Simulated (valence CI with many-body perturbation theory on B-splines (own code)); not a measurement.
Pt LVIII: one-electron terms

Level of theory: configuration interaction combined with many-body perturbation theory (CI+MBPT): three valence electrons over a frozen Dirac-Fock core [Ar], radial functions for each j: 7 s, 7 p, 8 d, 6 f, 4 g, 1 h, with the one-electron correlation potential Σ1 (screened to all orders), the two-electron term Σ2, the three-electron term Σ3, Breit, model QED; selected single and double excitations, second order for the rest, scaled by the run's own slope (own B-spline code, finite nucleus).

The last digits are not significant, and no measured levels were compared; by estimate large intervals hold to a few tenths of a per cent, small ones and those within an open d or f shell to about a per cent. Excitations out of the core, of the other parity, are not computed and may begin above about 249 eV (a cautious bound); beyond it only levels of the ground parity were kept, without lifetimes. Only levels of the ground parity were solved; by the run's estimate the other parity begins above the list, which can be wrong where configurations are misplaced.

These are the spectroscopic orbitals of the CI (the correlating ones are not listed), shaped by the core and the other valence electrons. h is the expectation value of the core's Dirac-Fock operator, without the valence repulsion; Σ1 is computed up to l = 3 at one energy for each symmetry, that of its lowest orbital but kept below the first core excitation, so for empty shells it is not the orbital's own correlation shift; Breit and QED include the response of the core.

```csv
Orbital,h (hartree),Σ1 (cm⁻¹),Breit (cm⁻¹),QED (cm⁻¹),⟨r⟩ (bohr)
4s1/2,-135.53,-8728,20708,16190,0.3396
5s1/2,-83.388,-3364,9909,7938,0.5511
6s1/2,-56.463,-1693,5414,4438,0.8151
4p1/2,-132.12,-11588,33196,976,0.3325
5p1/2,-81.691,-4173,16204,498,0.5468
6p1/2,-55.504,-2055,8933,284,0.8136
4p3/2,-125.87,-10553,18782,2294,0.3503
5p3/2,-78.634,-4004,9291,1156,0.5690
6p3/2,-53.783,-2008,5715,657,0.8403
3d3/2,-224.48,-22448,40225,-2635,0.1541
4d3/2,-121.24,-11508,15573,-757,0.3287
5d3/2,-76.398,-4407,7593,-339,0.5528
3d5/2,-220.77,-19929,21713,-579,0.1580
4d5/2,-119.81,-10750,8347,-13.7,0.3335
5d5/2,-75.684,-4054,4027,26.9,0.5587
4f5/2,-115.71,-30007,2645,-614,0.2940
5f5/2,-73.786,-11442,1143,-286,0.5234
4f7/2,-115.17,-22852,286,-279,0.2963
5f7/2,-73.499,-8771,221,-115,0.5261
5g7/2,-72.391,,257,-93.5,0.4681
5g9/2,-72.251,,-39.9,-7.0,0.4696
```

Among the shells of the start configuration 3d3, Σ1 is largest in size for 3d3/2, where it is 0.046 % of h.

Lowest root of each symmetry, sizes in configuration state functions:

| J | Parity | Roots | Reference | Variational | Second order | Change by selected CI (cm⁻¹) | Change by second order (cm⁻¹) |
| --- | --- | --- | --- | --- | --- | --- | --- |
| 1/2 | even | 2 | 54 | 2142 | 225 | -6474 | 0 |
| 3/2 | even | 5 | 90 | 3918 | 2398 | -6520 | 0 |
| 5/2 | even | 5 | 102 | 4693 | 2540 | -4713 | 0 |
| 7/2 | even | 3 | 89 | 4532 | 501 | -5672 | 0 |
| 9/2 | even | 3 | 68 | 3850 | 428 | -5563 | 0 |
| 11/2 | even | 1 | 37 | 2582 | 570 | -5672 | -1 |
